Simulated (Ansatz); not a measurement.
Reaction: SiHCl3 (trichlorosilane, SMILES Cl[SiH](Cl)Cl) → SiHCl2 (SMILES Cl[SiH]Cl, doublet) + Cl (doublet) (the Cl-Si bond breaks)
Each species at its own B3LYP-D3(BJ)/def2-TZVP minimum (Ansatz, a first-principles code).

Total energies in hartree (Ansatz). Open shells are spin-unrestricted; no spin-orbit coupling. Cores are frozen in correlated methods. No relativity.

```tsv
species	HF/cc-pV(T+d)Z	CCSD(T)/cc-pV(T+d)Z	HF/cc-pV(Q+d)Z	CCSD(T)/cc-pV(Q+d)Z	CCSD(T)/cc-pV(D+d)Z	CCSDT(Q)/cc-pV(D+d)Z
1: SiHCl3 (trichlorosilane, SMILES Cl[SiH](Cl)Cl)	-1668.25785	-1669.02228	-1668.27226	-1669.10726	-1668.75454	-1668.75672
2: SiHCl2 (SMILES Cl[SiH]Cl, doublet)	-1208.63833	-1209.17554	-1208.64894	-1209.23444	-1208.98875	-1208.99063
3: Cl (doublet)	-459.48556	-459.67356	-459.48916	-459.69449	-459.60403	-459.60445
```

Question: Work out the bond dissociation energy (electronic) in kJ/mol: take Hartree-Fock from cc-pV(Q+d)Z, extrapolate the CCSD(T) correlation energy as X^-3 (X = 3, 4), and add CCSDT(Q) - CCSD(T) in cc-pV(D+d)Z. 1 hartree = 2625.5 kJ/mol.

Answer: 
Species 1: correlation (64·(-0.83500) - 27·(-0.76443))/37 = -0.88650; step -0.00218; E1 = -1668.27226 + (-0.88650) + (-0.00218) = -1669.16094
Species 2: correlation (64·(-0.58550) - 27·(-0.53721))/37 = -0.62074; step -0.00188; E2 = -1208.64894 + (-0.62074) + (-0.00188) = -1209.27156
Species 3: correlation (64·(-0.20533) - 27·(-0.18800))/37 = -0.21798; step -0.00042; E3 = -459.48916 + (-0.21798) + (-0.00042) = -459.70756
-1·E1 +1·E2 +1·E3 = 0.18182 hartree = 477.4 kJ/mol.
